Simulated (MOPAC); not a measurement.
A run for MOPAC: AM1 on Ge2H8 (a complex), monomers drawn apart or pushed together.

```
AM1 1SCF PRECISE CHARGE=0 THREADS=1
Ge2H8

Ge     0.10619029 1     0.02771487 1     0.00369920 1
H     -0.24516692 1     1.45435130 1     0.44958240 1
H     -1.00348359 1    -0.93383224 1     0.45258827 1
H      1.43439169 1    -0.39354651 1     0.64888922 1
H      0.23962156 1    -0.01694436 1    -1.52573326 1
Ge    -0.27621251 1    -0.07210828 1     7.37036532 1
H      0.13293533 1    -1.47550069 1     6.90085607 1
H     -1.61799901 1     0.30766455 1     6.72753875 1
H      0.79591025 1     0.94045900 1     6.94268044 1
H     -0.41618344 1    -0.05999159 1     8.89982131 1
```

Program output:

```
*******************************************************************************
 **                                                                           **
 **                              MOPAC v23.2.5                                **
 **                                                                           **
 *******************************************************************************
 ** MOPAC's Digital Object Identifier: https://doi.org/10.5281/zenodo.6511958 **
 **                                                                           **
 ** Please cite the open-source release paper for use of this MOPAC version:  **
 ** J. E. Moussa and J. J. P. Stewart (2026)                                  **
 ** MOPAC: An open-source semiempirical molecular orbital program             **
 ** J. Open Source Softw., 11(119), 8025, https://doi.org/10.21105/joss.08025 **
 *******************************************************************************

                              AM1 CALCULATION RESULTS

 *******************************************************************************
 *  AM1        - The AM1 Hamiltonian to be used
 *
 *
 *
 *                 CHARGE ON SYSTEM = 0
 *
 *
 *
 *  PRECISE    - TIGHTER CRITERIA TO BE USED
 *  1SCF       - DO 1 SCF AND THEN STOP
 *  THREADS=1  - MULTI-THREADING NOT USED
 *  T=         - A TIME OF 172800.0 SECONDS REQUESTED
 *  DUMP=N     - RESTART FILE WRITTEN EVERY 7200.0 SECONDS REQUESTED
 *******************************************************************************
AM1 1SCF PRECISE CHARGE=0 THREADS=1
 Ge2H8

   ATOM   CHEMICAL          X               Y               Z
  NUMBER   SYMBOL      (ANGSTROMS)     (ANGSTROMS)     (ANGSTROMS)

     1      Ge          0.10619029  *   0.02771487  *   0.00369920  *
     2       H         -0.24516692  *   1.45435130  *   0.44958240  *
     3       H         -1.00348359  *  -0.93383224  *   0.45258827  *
     4       H          1.43439169  *  -0.39354651  *   0.64888922  *
     5       H          0.23962156  *  -0.01694436  *  -1.52573326  *
     6      Ge         -0.27621251  *  -0.07210828  *   7.37036532  *
     7       H          0.13293533  *  -1.47550069  *   6.90085607  *
     8       H         -1.61799901  *   0.30766455  *   6.72753875  *
     9       H          0.79591025  *   0.94045900  *   6.94268044  *
    10       H         -0.41618344  *  -0.05999159  *   8.89982131  *



          CARTESIAN COORDINATES

    NO.       ATOM           X           Y           Z

     1        Ge          0.1062      0.0277      0.0037
     2         H         -0.2452      1.4544      0.4496
     3         H         -1.0035     -0.9338      0.4526
     4         H          1.4344     -0.3935      0.6489
     5         H          0.2396     -0.0169     -1.5257
     6        Ge         -0.2762     -0.0721      7.3704
     7         H          0.1329     -1.4755      6.9009
     8         H         -1.6180      0.3077      6.7275
     9         H          0.7959      0.9405      6.9427
    10         H         -0.4162     -0.0600      8.8998

  H: (AM1): M.J.S. DEWAR ET AL, J. AM. CHEM. SOC. 107 3902-3909 (1985)
 Ge: (AM1): M.J.S.Dewar and C.Jie, Organometallics, 8, 1544, (1989)

           Empirical Formula: H8 Ge2  =    10 atoms



      MOLECULAR POINT GROUP   :   C2h


      RHF CALCULATION, NO. OF DOUBLY OCCUPIED LEVELS = 8


 -------------------------------------------------------------------------------
 AM1 1SCF PRECISE CHARGE=0 THREADS=1
 Ge2H8



     1SCF WAS SPECIFIED, SO BFGS WAS NOT USED
     SCF FIELD WAS ACHIEVED


                              AM1 CALCULATION
                                                       MOPAC v23.2.5 Linux




          FINAL HEAT OF FORMATION =         58.17680 KCAL/MOL =     243.41172 KJ/MOL


          COSMO AREA              =        160.36 SQUARE ANGSTROMS
          COSMO VOLUME            =        131.79 CUBIC ANGSTROMS

          IONIZATION POTENTIAL    =         11.523507 EV
          HOMO LUMO ENERGIES (EV) =        -11.524  0.908
          NO. OF FILLED LEVELS    =          8
          MOLECULAR WEIGHT        =        153.2432         POINT GROUP:  C2h

          MOLECULAR DIMENSIONS (Angstroms)

            Atom       Atom       Distance
            H    10    H     5    10.44625
            H     7    H     2     3.00696
            H     3    H     9     2.62189


          SCF CALCULATIONS        =          1





   ATOM   CHEMICAL          X               Y               Z
  NUMBER   SYMBOL      (ANGSTROMS)     (ANGSTROMS)     (ANGSTROMS)

     1      Ge          0.10619029  *   0.02771487  *   0.00369920  *
     2       H         -0.24516692  *   1.45435130  *   0.44958240  *
     3       H         -1.00348359  *  -0.93383224  *   0.45258827  *
     4       H          1.43439169  *  -0.39354651  *   0.64888922  *
     5       H          0.23962156  *  -0.01694436  *  -1.52573326  *
     6      Ge         -0.27621251  *  -0.07210828  *   7.37036532  *
     7       H          0.13293533  *  -1.47550069  *   6.90085607  *
     8       H         -1.61799901  *   0.30766455  *   6.72753875  *
     9       H          0.79591025  *   0.94045900  *   6.94268044  *
    10       H         -0.41618344  *  -0.05999159  *   8.89982131  *

                             CARTESIAN COORDINATES

   1   Ge        0.106190290     0.027714870     0.003699200
   2    H       -0.245166920     1.454351300     0.449582400
   3    H       -1.003483590    -0.933832240     0.452588270
   4    H        1.434391690    -0.393546510     0.648889220
   5    H        0.239621560    -0.016944360    -1.525733260
   6   Ge       -0.276212510    -0.072108280     7.370365320
   7    H        0.132935330    -1.475500690     6.900856070
   8    H       -1.617999010     0.307664550     6.727538750
   9    H        0.795910250     0.940459000     6.942680440
  10    H       -0.416183440    -0.059991590     8.899821310


           Empirical Formula: H8 Ge2  =    10 atoms



      MOLECULAR POINT GROUP   :   C2h


                  EIGENVALUES
 -15.87966 -15.84567 -11.53348 -11.53321 -11.52566 -11.52551 -11.52370 -11.52351
   0.90797   0.90807   0.90937   0.90943   0.91426   0.91428   3.02076   3.03654


              NET ATOMIC CHARGES AND DIPOLE CONTRIBUTIONS

  ATOM NO.   TYPE          CHARGE      No. of ELECS.   s-Pop       p-Pop
    1         Ge          -0.007065        4.0071     0.94926     3.05780
    2          H           0.001737        0.9983     0.99826
    3          H           0.001727        0.9983     0.99827
    4          H           0.001740        0.9983     0.99826
    5          H           0.001861        0.9981     0.99814
    6         Ge          -0.007066        4.0071     0.94926     3.05780
    7          H           0.001726        0.9983     0.99827
    8          H           0.001740        0.9983     0.99826
    9          H           0.001738        0.9983     0.99826
   10          H           0.001862        0.9981     0.99814
 DIPOLE           X         Y         Z       TOTAL
 POINT-CHG.     0.000     0.000     0.000     0.000
 HYBRID         0.000    -0.000    -0.000     0.000
 SUM            0.000     0.000    -0.000     0.000


          ATOMIC ORBITAL ELECTRON POPULATIONS

     Atom    s        px        py        pz
    1 Ge   0.94926   1.01946   1.01937   1.01897
    2  H   0.99826
    3  H   0.99827
    4  H   0.99826
    5  H   0.99814
    6 Ge   0.94926   1.01946   1.01937   1.01897
    7  H   0.99827
    8  H   0.99826
    9  H   0.99826
   10  H   0.99814

 **********************
 *                    *
 * JOB ENDED NORMALLY *
 *                    *
 **********************




 == MOPAC DONE ==
```

The run finished.

Cost: roughly 0.010 core-seconds.
